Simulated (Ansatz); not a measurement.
`C[Si](N)(N)S` → CH₃NH₂ + `N[Si]S`  (silylene formation by 1,1-elimination)

Program: Ansatz. Geometries: PBE0-D4/def2-TZVP. ΔE: electronic, gas phase. CCSD(T)/CBS is the MP2 limit (def2-TZVPP, def2-QZVPP) plus CCSD(T) − MP2 in def2-TZVPP, frozen cores. This one scheme is used for every species. DFT in def2-TZVPP. Each species was taken in one conformer, which may not be the lowest.

```tsv
level	ΔE (kcal/mol)	difference from CCSD(T)/CBS
LDA (SPW92)	67.4	1.5
BLYP-D4	58.2	-7.7
r2SCAN-D4	67.8	1.9
B97M-V	65.3	-0.6
ωB97X-V	66.7	0.8
B2PLYP	62.0	-3.9
r2SCANh	67.6	1.7
CCSD(T)/def2-SVP	55.2	-10.7
SCS-MP2/def2-TZVPP	65.4	-0.5
HF/def2-QZVPP	62.0	-3.9
CCSD(T)/CBS	65.9	0
```

Largest T1 diagnostic among the species: 0.014.

From r2SCAN to r2SCAN0 (25 % exact exchange), in def2-TZVPP and without D4, ΔE moves by +1.8 kcal/mol. The D4 term adds +5.0 kcal/mol with B3LYP and +2.8 kcal/mol with PBE0; it sums over pairs of atoms, weighted by their polarisabilities, and B3LYP, whose exchange is more repulsive, gets the larger term. In def2-TZVPP, CCSD(T) changes the Hartree–Fock value by +2.3 kcal/mol (the triples alone add +0.1 kcal/mol) and MP2 by +7.1 kcal/mol.

B3LYP here is the variant with VWN-RPA as its local correlation; programs differ in this.
